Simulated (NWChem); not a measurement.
System meant: C$_{4}$H$_{3}$F; SMILES C#CC(=C)F

Input file for NWChem:

```
start job
memory heap 200 mb stack 700 mb global 900 mb
geometry units angstroms noautoz
  C      0.055319     2.194659     0.000000
  C     -0.002349     0.971175     0.000000
  C     -0.056632    -0.455627     0.000000
  C     -1.179230    -1.202767     0.000000
  F      1.158001    -1.050972     0.000000
  H      0.102714     3.275041     0.000000
  H     -2.162790    -0.716849     0.000000
  H     -1.111424    -2.299685     0.000000
end
basis spherical
  * library def2-svp
end
dft
  xc xpbe96 cpbe96
  iterations 4
  mulliken
end
task dft energy
```

End of the output:

```
    Atom       Charge   Shell Charges
 -----------   ------   -------------------------------------------------------
    1 C    6     6.07   1.97  0.64  0.36  1.84  1.22  0.05
    2 C    6     6.02   1.97  0.64  0.31  1.86  1.17  0.07
    3 C    6     5.96   1.96  0.61  0.29  1.84  1.07  0.19
    4 C    6     6.05   1.97  0.61  0.33  1.86  1.23  0.06
    5 F    9     9.04   1.98  1.02  0.74  3.19  2.10  0.01
    6 H    1     0.95   0.60  0.28  0.08
    7 H    1     0.96   0.62  0.27  0.07
    8 H    1     0.96   0.62  0.27  0.07

 center of mass
 --------------
 x =   0.11644987 y =  -0.03514271 z =   0.00000000

 moments of inertia (a.u.)
 ------------------
         452.000001251290          -0.000000000000           0.000000000000
          -0.000000000000         171.069325764313           0.000000000000
           0.000000000000           0.000000000000         623.069327015603

     Multipole analysis of the density
     ---------------------------------

     L   x y z        total         alpha         beta         nuclear
     -   - - -        -----         -----         ----         -------
     0   0 0 0     -0.000000    -18.000000    -18.000000     36.000000

     1   1 0 0     -0.486430     -0.243215     -0.243215     -0.000000
     1   0 1 0      0.144413      0.072206      0.072206     -0.000000
     1   0 0 1      0.000000      0.000000      0.000000      0.000000

     2   2 0 0    -20.965402    -57.543698    -57.543698     94.121993
     2   1 1 0      1.330099     -4.234699     -4.234699      9.799497
     2   1 0 1     -0.000000     -0.000000     -0.000000      0.000000
     2   0 2 0    -16.390967   -134.911228   -134.911228    253.431489
     2   0 1 1     -0.000000     -0.000000     -0.000000      0.000000
     2   0 0 2    -22.218490    -11.109245    -11.109245      0.000000

 ------------------------------------------------------------------------
 dft energy failed                                                                                  0
 ------------------------------------------------------------------------
 ------------------------------------------------------------------------
  current input line :
    21: task dft energy
 ------------------------------------------------------------------------
 ------------------------------------------------------------------------
 This type of error is most commonly associated with calculations not reaching convergence criteria
 ------------------------------------------------------------------------
 For more information see the NWChem manual at https://nwchemgit.github.io

0:dft energy failed:Received an Error in Communication
```

Find the fault in this run and fix the input.

The run did not converge; its last values are not results. Cause: the SCF was allowed too few iterations. This input runs:
```
start job
memory heap 200 mb stack 700 mb global 900 mb
geometry units angstroms noautoz
  C      0.055319     2.194659     0.000000
  C     -0.002349     0.971175     0.000000
  C     -0.056632    -0.455627     0.000000
  C     -1.179230    -1.202767     0.000000
  F      1.158001    -1.050972     0.000000
  H      0.102714     3.275041     0.000000
  H     -2.162790    -0.716849     0.000000
  H     -1.111424    -2.299685     0.000000
end
basis spherical
  C library def2-svp
  F library def2-svp
  H library def2-svp
end
dft
  xc xpbe96 cpbe96
  iterations 150
  mulliken
end
task dft energy
```
It converges to -253.48488 Ha (PBE/def2-SVP).
